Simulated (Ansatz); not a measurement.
Single points on the cluster Hg₄S₃.

```yaml
crystal:
  periodic: [false, false, false]
  atoms:
    - {symbol: Hg, position_ang: [2.166457, 0.617202, 0.050408]}
    - {symbol: Hg, position_ang: [-1.025441, 0.544623, 0.012543]}
    - {symbol: Hg, position_ang: [-3.731350, 2.005187, 0.048267]}
    - {symbol: Hg, position_ang: [0.688697, -2.141673, -0.086806]}
    - {symbol: S, position_ang: [-1.680482, -1.784075, -0.096705]}
    - {symbol: S, position_ang: [0.547045, 2.381598, 0.110414]}
    - {symbol: S, position_ang: [3.035063, -1.622882, -0.038122]}
basis:
  gaussian: {orbitals: def2-TZVP, initial_orbitals: start.molden}
hamiltonian: {xc: {name: r2SCAN0}, dispersion: d4}
scf: {omitted_lower_state_checks: [starts]}
output: {orbitals: {seedname: orbitals}}
```

The file start.molden holds the orbitals of an earlier run on this structure, at another level or in another basis.

```sh
$ ansatz run in.yaml --threads 4 --pin off --events-out ev --progress --plain --max-ram 4787MiB
```

Shortened log:

```
Functional definition: r2SCAN0
2589 factors; their error is unknown
mean field evaluation 1: about -49216.4670 eV, gradient 9.9e0 eV
mean field evaluation 2: about -49216.5336 eV, gradient 7.8e-2 eV
mean field evaluation 4: about -49216.6996 eV, gradient 1.3e-4 eV
mean field -49216.69960520 eV, -1808.6803502141 hartree, gradient 1.2e-5 eV, S^2 0.000000; 0 other end points of the search recorded, 0 dependent functions left out
reference -49216.69961997 eV, -1808.6803507568 hartree; 64, 64 occupied and 219, 219 virtual orbitals, 2589 factors
Total energy: -49216.85579669 eV, -1808.6860901454 hartree
Checks for a lower state left out: starts
```

Hardware: 4 threads of Arm Neoverse V2 on a shared host. Wall time 21 s, peak host memory 1.5 GiB.

First input, but with `gaussian: {orbitals: def2-SVP, initial_orbitals: start.molden}`, `hamiltonian: {xc: pbe, dispersion: d4}` (abridged; 3.1 s):

```
Functional definition: PBE
mean field -49195.86178721 eV, -1807.9145745271 hartree, gradient 7.7e-5 eV, S^2 0.000000
Total energy: -49196.38495046 eV, -1807.9338004218 hartree
Checks for a lower state left out: starts
```

As the first input, with `correlation: {method: mp2}` and without the key `hamiltonian` (abridged; 12 s):

```
Functional definition: HF
mean field -49057.98203586 eV, -1802.8475871234 hartree, gradient 2.2e-6 eV, S^2 0.000000
15 core orbitals not correlated: weight in the atoms' cores, before any rotation towards them, 1.000 or more for the frozen orbitals, at most 0.000 for the correlated occupied ones
second order -63.62509005 eV of doubles, -0.00000000 eV of singles
Total energy: -49121.60712591 eV, -1805.1857660561 hartree
Checks for a lower state left out: starts
```

Geometry: r2SCAN-D4/def2-SVP.

In the def2 sets Hg takes a core potential; there is no spin–orbit coupling. Correlated methods freeze 15 core orbitals; core or outer-core shells of Hg are correlated, in sets that lack core-valence functions. The structure comes from a short search, and lower isomers may exist.
